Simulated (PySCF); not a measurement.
## Oxygen: a sound run and one with changed settings

Sound run: O⁺ [He] 2s2 2p3, O²⁺ [He] 2s2 2p2. Calculation: PySCF 2.14, in def2-SVP (3s2p1d, 14 functions); no relativity, point nucleus. The sound run starts from symmetry-adapted Hartree-Fock orbitals and uses a fine grid where one is needed.

A second run was set up differently.

```
species  method  sound run (hartree)  changed run (hartree)  converged
     O⁺     UHF            -74.27607              -74.27607        yes
     O⁺    TPSS            -74.49977              -74.49977        yes
     O⁺   M06-L            -74.48301              -74.48301        yes
    O²⁺     UHF            -72.99987              -72.99987        yes
    O²⁺    TPSS            -73.19853              -73.19874        yes
    O²⁺   M06-L            -73.18338              -73.18317        yes
```

Ionisation energy of O⁺:

```
method  sound run (eV)  changed run (eV)
   UHF          34.727            34.727
  TPSS          35.409            35.403
 M06-L          35.365            35.370
```

Task: What was changed?
A. angular grid far too coarse
B. a valence shell is frozen
C. too few SCF iterations
D. basis contracted for another Hamiltonian

Result: A. It used 26 angular points. A coarse angular grid integrates products of high-l functions wrongly, so density functionals can shift, and the SCF can exploit the error; Hartree-Fock and MP2 need no grid.
